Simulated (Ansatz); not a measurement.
# A barrier at the coupled-cluster level

Start structure (Si2NH10F, singlet), relaxed at PBE0-D4/def2-TZVP:

Si1  (-0.747, -1.262, 1.273)
H2  (0.632, -0.773, 1.555)
H3  (-0.671, -2.607, 0.652)
H4  (-1.424, -1.401, 2.595)
Si5  (-1.909, 0.272, -0.065)
H6  (1.145, -0.151, -1.178)
F7  (0.513, -0.858, -1.415)
H8  (2.197, 0.946, 0.313)
N9  (2.096, 1.015, -0.693)
H10  (-3.089, 0.802, 0.678)
H11  (-1.049, 1.445, -0.386)
H12  (-2.397, -0.339, -1.326)
H13  (1.679, 1.916, -0.899)
H14  (3.021, 0.995, -1.104)
(Å)

The step: Si₂H₆ ([SiH3][SiH3]) + NH₃ + HF → Si₂H₅F ([F][SiH2][SiH3]) + NH₃ + H₂; bonds formed: Si1–F7, H2–H8, H6–N9; bonds broken: Si1–H2, H6–F7, H8–N9. Ansatz 0.2.0; basis: def2-TZVPP and def2-QZVPP; cores frozen in the correlated methods. Extrapolation: Hartree–Fock as exp(−7.88 √X), correlation as X^−2.97. Energies below are by CCSD(T) at an estimated basis limit (MP2 extrapolated from triple and quadruple zeta, plus CCSD(T) − MP2 in triple zeta).

(1) What are the electronic barrier and the energy of the step, from the start structure to the end structure? (Judge from chemistry; the value comes from the calculation.)

The T1 diagnostic stays at or below 0.013.

Answers

(1) The calculation gives: Barrier 117.2 kJ/mol; step energy -55.4 kJ/mol (downhill); reverse barrier, their difference, 172.6 kJ/mol. Barrier and step energy count from the start structure, the reverse barrier from the end structure.

The saddle point: One imaginary mode of 361i cm⁻¹.
```json
{"pair": "Si1–F7", "start (Å)": "3.00", "saddle (Å)": "1.75", "end (Å)": "1.61"}
{"pair": "H2–H8", "start (Å)": "2.64", "saddle (Å)": "1.31", "end (Å)": "0.75"}
{"pair": "H6–N9", "start (Å)": "1.58", "saddle (Å)": "1.03", "end (Å)": "1.01"}
{"pair": "Si1–H2", "start (Å)": "1.49", "saddle (Å)": "1.63", "end (Å)": "4.46"}
{"pair": "H6–F7", "start (Å)": "0.98", "saddle (Å)": "1.76", "end (Å)": "2.47"}
{"pair": "H8–N9", "start (Å)": "1.01", "saddle (Å)": "1.10", "end (Å)": "3.00"}
```

Zero-point energy (harmonic, PBE0-D4): ZPE is 259.8 kJ/mol at the start and 260.5 kJ/mol at the saddle, so the barrier goes from 117.2 to 117.9 kJ/mol.

Labels in which every atom is bracketed show which atoms are joined, not bond orders.

For scale, one of the runs: CCSD(T)/def2-TZVPP, 286 basis functions, launched by `ansatz run in.yaml --threads 8 --pin off --events-out ev --progress --plain --max-ram 19148MiB`. Hardware: 8 CPU threads of an Arm Neoverse V2, shared host. Wall time 99 s; peak host memory 8.4 GiB.
